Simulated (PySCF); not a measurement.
Compound: La(OMe)3, C3H9LaO3.
Bonds: La1–O2, La1–O7, La1–O12, O2–C3, O7–C8, O12–C13. Hydrogens: H4, H5, H6 on C3; H9, H10, H11 on C8; H14, H15, H16 on C13.

Method: PBE0-D3(BJ)/def2-SVP geometry optimisation, gas phase, def2 core potentials past Kr in PySCF; density fitting, grid level 1; the optimiser is geomeTRIC in internal coordinates, started from a GFN2-xTB structure with every atom displaced at random (about 0.03 Å).

Step 11: E = -10244.6375 eV
```
atom  x, y, z in Å  |  force x, y, z in eV/Å
La1     0.1662   -0.0895   -0.1475    0.168   0.127  -0.030
O2      2.2596    0.3480    0.3333   -0.094  -0.023  -0.046
C3      3.5678    0.4357    0.7484   -0.015  -0.036   0.042
H4      3.7372    1.3140    1.4004    0.049   0.060   0.010
H5      4.2681    0.5271   -0.1043    0.051   0.039  -0.026
H6      3.8861   -0.4543    1.3267    0.040  -0.037   0.033
O7     -1.0270    1.4510   -1.1637    0.017  -0.218   0.063
C8     -1.8728    2.3340   -1.7899   -0.034   0.042  -0.085
H9     -1.3683    3.2786   -2.0658    0.049   0.101  -0.016
H10    -2.7361    2.6088   -1.1551   -0.082   0.037   0.054
H11    -2.2965    1.9217   -2.7288    0.000  -0.026  -0.004
O12    -0.7368   -1.8681    0.7683   -0.259  -0.012  -0.038
C13    -1.7482   -2.7557    1.0858    0.293   0.013   0.065
H14    -1.8665   -2.8762    2.1795   -0.027   0.023   0.067
H15    -1.5347   -3.7672    0.6911   -0.074  -0.065  -0.052
H16    -2.7328   -2.4419    0.6879   -0.082  -0.026  -0.037
```

Step 12: E = -10244.6538 eV
```
atom  x, y, z in Å  |  force x, y, z in eV/Å
La1     0.1831   -0.1253   -0.1636    0.114   0.083  -0.037
O2      2.2756    0.3033    0.3418   -0.192  -0.058  -0.039
C3      3.5779    0.4697    0.7393    0.174   0.009   0.050
H4      3.7132    1.3733    1.3665    0.019   0.043  -0.006
H5      4.2661    0.5755   -0.1235    0.025   0.040  -0.009
H6      3.9561   -0.3848    1.3361    0.001  -0.040   0.029
O7     -0.9880    1.4348   -1.1645    0.017  -0.161   0.060
C8     -1.8392    2.3237   -1.7733   -0.055   0.111  -0.148
H9     -1.3408    3.2756   -2.0416    0.051   0.058   0.012
H10    -2.7024    2.5906   -1.1333   -0.052   0.003   0.046
H11    -2.2617    1.9224   -2.7177   -0.017  -0.021   0.011
O12    -0.8266   -1.8626    0.7153   -0.185  -0.067   0.019
C13    -1.7970   -2.7743    1.0861    0.270   0.064   0.019
H14    -1.8578   -2.8947    2.1848   -0.007   0.005   0.052
H15    -1.5881   -3.7806    0.6751   -0.041  -0.058  -0.023
H16    -2.8048   -2.4805    0.7389   -0.124  -0.010  -0.035
```

Step 13: E = -10244.6662 eV
```
atom  x, y, z in Å  |  force x, y, z in eV/Å
La1     0.1880   -0.1745   -0.1914    0.020   0.091  -0.062
O2      2.2779    0.2578    0.3411   -0.174  -0.064  -0.030
C3      3.5715    0.5040    0.7280    0.215   0.010   0.062
H4      3.6670    1.4335    1.3264   -0.020   0.011  -0.016
H5      4.2559    0.6200   -0.1384   -0.026   0.018   0.001
H6      3.9955   -0.3119    1.3497   -0.017  -0.010   0.009
O7     -0.9680    1.4043   -1.1798   -0.021  -0.107   0.025
C8     -1.7980    2.3312   -1.7675    0.047   0.152  -0.084
H9     -1.2709    3.2776   -2.0086    0.012  -0.008   0.017
H10    -2.6543    2.6083   -1.1200   -0.016  -0.038   0.018
H11    -2.2276    1.9671   -2.7235   -0.017  -0.032   0.028
O12    -0.9247   -1.8625    0.6639   -0.035  -0.020   0.005
C13    -1.8315   -2.8060    1.0983    0.085   0.023   0.004
H14    -1.8159   -2.9272    2.1996    0.008  -0.010   0.020
H15    -1.6268   -3.8066    0.6679    0.005  -0.026   0.010
H16    -2.8725   -2.5490    0.8207   -0.065   0.009  -0.007
```

**Question.** Estimate the geometry and energy of step 14. (The exact step hangs on the optimiser's Hessian estimate; all steps are aligned on step 13, rigid shifts and turns removed.)

**Answer.** E = -10244.6716 eV, largest force 0.115 eV/Å
```
atom  x, y, z in Å  |  force x, y, z in eV/Å
La1     0.1822   -0.2019   -0.2279   -0.014   0.020  -0.036
O2      2.2665    0.2115    0.3408   -0.066  -0.047   0.004
C3      3.5522    0.5123    0.7262    0.105   0.044   0.015
H4      3.6115    1.4618    1.2983   -0.019  -0.024  -0.001
H5      4.2321    0.6349   -0.1429   -0.018  -0.012   0.012
H6      4.0022   -0.2731    1.3690   -0.026   0.006  -0.006
O7     -0.9511    1.3956   -1.2031   -0.048  -0.001  -0.024
C8     -1.7674    2.3503   -1.7703    0.045   0.069  -0.003
H9     -1.2245    3.2933   -1.9908   -0.012  -0.033   0.011
H10    -2.6192    2.6222   -1.1133    0.014  -0.022  -0.007
H11    -2.2060    2.0075   -2.7297   -0.008  -0.004   0.008
O12    -0.9919   -1.8515    0.6246    0.040  -0.009  -0.016
C13    -1.8366   -2.8249    1.1105   -0.028  -0.009   0.032
H14    -1.7528   -2.9447    2.2101    0.008  -0.009  -0.010
H15    -1.6286   -3.8215    0.6687    0.026   0.017   0.014
H16    -2.9029   -2.6057    0.8960    0.000   0.013   0.006
```

The energy changes by -0.0055 eV. The first-order estimate −F·Δx gives -0.0088 eV and the mean of the old and new forces, exact on a quadratic surface, -0.0056 eV. The step makes an angle of 84° with the force vector and moves no atom by more than 0.099 Å.

What follows is the cost of the whole optimisation. The run took 6.4 min wall on an Arm Neoverse V2 with one thread (shared host), and the process peaked at 0.61 GiB of memory.
